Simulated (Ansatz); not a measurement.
B9N9H24, a nanocrystal cut from wurtzite BN (hydrogen-capped). The state is a triplet with charge 0. Geometry PBE-D4/def2-SVP, that of the neutral singlet; atoms count from 1.

```xyz
42

B     2.456    1.148    1.558
N     2.462    1.800    0.081
N     1.187    0.199    1.566
B    -0.142    1.017    1.377
B     1.266    1.311   -0.839
N    -0.083    1.643   -0.108
N    -1.389    0.059    1.403
B    -2.742    0.866    1.230
B    -1.286    1.172   -1.001
N    -2.633    1.522   -0.242
B     1.330   -0.959    0.513
N     1.332   -0.254   -0.938
N     0.068   -1.897    0.547
B    -1.272   -1.100    0.348
B     0.159   -0.765   -1.849
N    -1.168   -0.391   -1.097
B     0.199   -3.081   -0.498
N     0.251   -2.346   -1.935
H     2.332    2.048    2.388
H     3.488    0.495    1.707
H     2.437    2.826    0.146
H     3.353    1.600   -0.392
H     1.187   -0.213    2.508
H    -0.244    1.901    2.222
H     1.344    1.851   -1.941
H    -0.144    2.666   -0.029
H    -1.463   -0.357    2.341
H    -2.819    1.769    2.061
H    -3.708    0.105    1.254
H    -1.281    1.708   -2.107
H    -2.729    2.544   -0.183
H    -3.430    1.227   -0.821
H     2.363   -1.597    0.691
H     2.212   -0.494   -1.411
H     0.036   -2.369    1.460
H    -2.244   -1.848    0.400
H     0.204   -0.285   -2.979
H    -1.950   -0.721   -1.675
H     1.251   -3.696   -0.329
H    -0.794   -3.806   -0.459
H     1.111   -2.605   -2.434
H    -0.506   -2.693   -2.538
```

Single mean-field runs in def2-TZVP are fitted with def2-universal-jkfit. At PBE0-D4/def2-TZVP a singlet of charge 0 lies 6.62 eV below the triplet at the same geometry.

**Question.** Estimate the Mulliken populations of the heavy atoms from the PBE0/def2-TZVP orbitals of Ansatz.

**Answer.** 
| atom | charge (e) | spin (α − β) |
| --- | --- | --- |
| B1 | -0.10 | -0.07 |
| N2 | -0.19 | -0.03 |
| N3 | -0.08 | 0.13 |
| B4 | -0.37 | 0.24 |
| B5 | -0.11 | -0.07 |
| N6 | -0.01 | 0.05 |
| N7 | -0.08 | 0.13 |
| B8 | -0.10 | -0.07 |
| B9 | -0.11 | -0.07 |
| N10 | -0.19 | -0.03 |
| B11 | -0.38 | 0.22 |
| N12 | -0.04 | 0.05 |
| N13 | -0.08 | 0.08 |
| B14 | -0.38 | 0.22 |
| B15 | -0.14 | -0.05 |
| N16 | -0.04 | 0.05 |
| B17 | -0.17 | -0.03 |
| N18 | -0.21 | 0.01 |
Mulliken values depend strongly on the basis.

**Question.** Where does the spin sit?

**Answer.** Summed by element: B 0.34, N 0.44, H 1.22, of 2 unpaired in all. Largest on single atoms: B4 0.24, H26 0.24, B11 0.22.

**Question.** And the Mayer bond orders between heavy atoms (over 0.3)?

**Answer.** B1–N2 0.84 (1.62 Å); B1–N3 0.84 (1.58 Å); N2–B5 0.92 (1.59 Å); N3–B4 0.93 (1.57 Å); N3–B11 0.83 (1.57 Å); B4–N6 0.87 (1.61 Å); B4–N7 0.93 (1.57 Å); B5–N6 0.86 (1.57 Å); B5–N12 0.85 (1.57 Å); N6–B9 0.86 (1.57 Å); N7–B8 0.84 (1.58 Å); N7–B14 0.83 (1.57 Å); B8–N10 0.84 (1.62 Å); B9–N10 0.92 (1.59 Å); B9–N16 0.85 (1.57 Å); B11–N12 0.83 (1.61 Å); B11–N13 0.91 (1.57 Å); N12–B15 0.86 (1.57 Å); N13–B14 0.91 (1.57 Å); N13–B17 0.79 (1.58 Å); B14–N16 0.83 (1.61 Å); B15–N16 0.86 (1.57 Å); B15–N18 0.91 (1.59 Å); B17–N18 0.81 (1.62 Å).
